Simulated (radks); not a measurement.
The numbers below are computed, except where a source is named.
Task: W17+, configuration [Kr] 4d10 4f11. Level of theory: scalar-relativistic Kohn-Sham, PBE, spin-unpolarised, spherical densities, point nucleus (a radial shooting solver on a logarithmic mesh with Libxc functionals). Some entries of the table are withheld. Estimate them.

| orbital | occ. | eigenvalue (eV) | <1/r> (bohr^-1) | <r^2> (bohr^2) |
|---|---|---|---|---|
| 1s | 2 | -69898.46 | 87.12 | 0.0004628 |
| 2s | 2 | (1) | 20.37 | (2) |
| 2p | 6 | (3) | 18.45 | 0.005890 |
| 3s | 2 | -3154.634 | 7.546 | 0.04615 |
| 3p | 6 | -2708.719 | 6.966 | 0.04691 |
| 3d | 10 | -2196.603 | 6.582 | 0.03889 |
| 4s | 2 | -950.9921 | 3.239 | (4) |
| 4p | 6 | -802.8304 | 2.957 | 0.2512 |
| 4d | 10 | -615.0245 | (5) | 0.2822 |
| 4f | 11 | (6) | 2.305 | 0.3225 |

Result: 
(1) 2s eigenvalue (eV): -12390.84
(2) 2s <r^2> (bohr^2): 0.007116
(3) 2p eigenvalue (eV): -10885.23
(4) 4s <r^2> (bohr^2): 0.2232
(5) 4d <1/r> (bohr^-1): 2.665
(6) 4f eigenvalue (eV): -404.2783
